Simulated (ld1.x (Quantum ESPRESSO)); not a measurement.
P (Z = 15): one change to a TM potential, before and after

phosphorus, norm-conserving Troullier–Martins (Kleinman–Bylander form), made with ld1.x (Quantum ESPRESSO) 7.5 (BLYP, scalar-relativistic). Core [Ne], reference 3s2 3p2.5 (charge +0.5). Waves: 3p (bound): rc 1.70 bohr; 3s (bound): rc 1.65 bohr. Local part: the s channel. Core correction: none.

Change: all radii scaled by about 1.16 (s 1.92, p 1.96 bohr).

Cutoffs: the cutoffs (Ry, on a coarse ladder) from which the occupation-weighted sum of valence levels, in a spherical-Bessel basis at the reference potential, stays within 10 and 1 mRy of its value at 400 Ry; they do not see the model core or the augmentation charge, which bear on the density cutoff. Errors are all-electron minus pseudo energies relative to the spin-unpolarised reference configuration.

Problem. What does the change do?

Solution. The potential gets softer (25 Ry and 50 Ry → 18 Ry and 40 Ry); of the 7 tests that both files solve, the error grows in 5 and shrinks in 0 by more than 15 % and 0.3 meV (median size 2.4 → 3.1 meV); neither file shows a bound ghost. A larger radius leaves more room for a smooth pseudo-wave, so fewer plane waves are needed. More of the atom is replaced by a form fitted at one configuration, so other configurations suffer.

```csv
quantity,base,changed
"cutoff, loose",25 Ry,18 Ry
"cutoff, tight",50 Ry,40 Ry
loose cutoff by channel (10 mRy a level),"p 8 Ry, s 18 Ry","p 8 Ry, s 15 Ry"
bound ghosts,none,none
"error for 3s2 3p3, meV [ΔE -3.70 eV]",+1.1,+1.6
"error for 3s2 3p2, meV [ΔE 5.88 eV]",+1.3,+1.9
"error for 3s2 3p1, meV [ΔE 24.89 eV]",+23,+32
"error for 3s0 3p5, meV [ΔE 13.56 eV]",+2.4,-2.6
"error for 3s1 3p0, meV [ΔE 106.63 eV]",+452,+464
"error for 3s2 3p0, meV [ΔE 54.56 eV]",+113,+142
"error for 3s2 3p3.3, meV [ΔE -4.96 eV]",+2.2,+3.1
```
